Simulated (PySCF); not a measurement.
Mo(NH)(S)(Cl)2 (Cl2HMoNS), SMILES [Cl][Mo](=[NH])([Cl])=[S], multiplicity 1.

Geometry optimised at B3LYP-D3(BJ)/def2-SVP. The multiplicity is an assumed one; no other spin state was optimised. The structure was generated by enumeration; whether it is a known compound was not checked. The def2 effective core potentials stand for the cores of Mo; spin–orbit coupling is left out.

The numbers are results of PBE/def2-TZVP (PySCF), not measurements.

Symmetry labels are those of the subgroup Cs that the program uses (full group Cs).

Computed valence orbital energies around the gap with their symmetry:
```csv
orbital,symmetry,energy (eV)
HOMO−7,A",-9.54
HOMO−6,A',-9.21
HOMO−5,A",-8.52
HOMO−4,A',-8.37
HOMO−3,A',-8.07
HOMO−2,A",-7.72
HOMO−1,A",-7.33
HOMO,A',-6.83
LUMO,A',-4.23
LUMO+1,A",-3.95
LUMO+2,A',-2.97
LUMO+3,A",-2.92
```
